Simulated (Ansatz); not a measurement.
C₂H₃N₃, charge -1, doublet, at a GFN2-xTB geometry (a state made from the parent by changing its charge; the spin is typed, not shown lowest) (a gas-phase anion, which may not be bound at this level); Ansatz (an electronic-structure program) with WB97X/6-311G**.

Here is a job for Ansatz.
Ansatz 0.2 input:
```yaml
crystal:
  periodic: [false, false, false]
  atoms:
    - {symbol: C, position_ang: [1.10860021, -0.01508195, -0.12797439]}
    - {symbol: N, position_ang: [0.44625517, 1.13489611, -0.13199815]}
    - {symbol: C, position_ang: [-0.83601278, 0.76774927, 0.12797594]}
    - {symbol: N, position_ang: [-0.93232351, -0.66726295, 0.22383552]}
    - {symbol: N, position_ang: [0.40632925, -1.13732239, 0.03728586]}
    - {symbol: H, position_ang: [2.18355403, -0.05782841, -0.26050758]}
    - {symbol: H, position_ang: [-1.68976664, 1.35226865, -0.19430976]}
    - {symbol: H, position_ang: [-1.57113837, -1.12261954, -0.44905469]}
basis:
  gaussian:
    orbitals: 6-311G__.json
hamiltonian:
  xc: {name: wB97X}
total_charge: -1
magnetization: {spin_polarized: true, initial_magnetization: 1}
```
The basis file holds 6-311G** in the JSON format of the Basis Set Exchange.

What the program printed (banner, timings and long lists left out):

```
Functional definition: wB97X
865 factors; their error is unknown
213 factors; integrals over basis functions are off by at most 9.3e-6 eV
mean field evaluation 1: about -6588.6280 eV, gradient 1.8e1 eV
mean field evaluation 2: about -6589.4940 eV, gradient 1.3e1 eV
mean field evaluation 4: about -6590.1466 eV, gradient 1.1e0 eV
mean field evaluation 8: about -6590.1578 eV, gradient 1.3e-1 eV
mean field evaluation 16: about -6590.1294 eV, gradient 1.9e-3 eV
mean field -6590.12939782 eV, -242.1827884197 hartree, gradient 5.7e-5 eV, S^2 0.770117; 0 other end points of the search recorded, 0 dependent functions left out
reference -6590.12937400 eV, -242.1827875443 hartree; 19, 18 occupied and 89, 90 virtual orbitals, 865 factors
Total energy: -6590.12937400 eV, -242.1827875443 hartree
```
